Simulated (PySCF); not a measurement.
Write Cartesian coordinates for `C/N=C/c1ccccc1` as optimised with GFN2-xTB.

```
atom  x, y, z in Å
C1     3.472   -0.025   -0.377
N2     2.100    0.354   -0.388
C3     1.197   -0.519   -0.273
C4    -0.217   -0.177   -0.274
C5    -0.635    1.146   -0.428
C6    -1.980    1.455   -0.423
C7    -2.926    0.454   -0.262
C8    -2.521   -0.862   -0.109
C9    -1.175   -1.177   -0.115
H10    3.926    0.306   -1.313
H11    3.968    0.510    0.435
H12    3.632   -1.106   -0.255
H13    1.428   -1.592   -0.163
H14    0.117    1.909   -0.551
H15   -2.300    2.480   -0.544
H16   -3.978    0.698   -0.257
H17   -3.256   -1.643    0.017
H18   -0.860   -2.205    0.003
```

Any rigid rotation of these coordinates is as good. Atoms count from 1 in this order. The 9 heavy atoms lie in one plane (0.008 Å rms). The C–N distances run from 1.261 Å (N2=C3, drawn double) to 1.424 Å (C1–N2, drawn single), a spread of 0.163 Å. Of the pairs four or more bonds apart, N2···H14 is among the closest relative to their van der Waals radii: 2.52 Å, 92 % of the sum of Bondi's values. The 6-membered ring C4–C5–C6–C7–C8–C9 has internal angles of 119.1° to 120.4°; it is planar, 0.00 Å rms from its mean plane, widest ring torsion 0°.

Bonds between heavy atoms (Å): C1–N2 1.424, N2=C3 1.261, C3–C4 1.455, C4–C5 1.396, C5–C6 1.380, C6–C7 1.387, C7–C8 1.385, C8–C9 1.382, C4–C9 1.394.

Computed geometry: GFN2-xTB, gas phase.

Not checked by GFN2-xTB frequencies. The numbers are those of one conformer (N2–C3–C4–C5 1°).
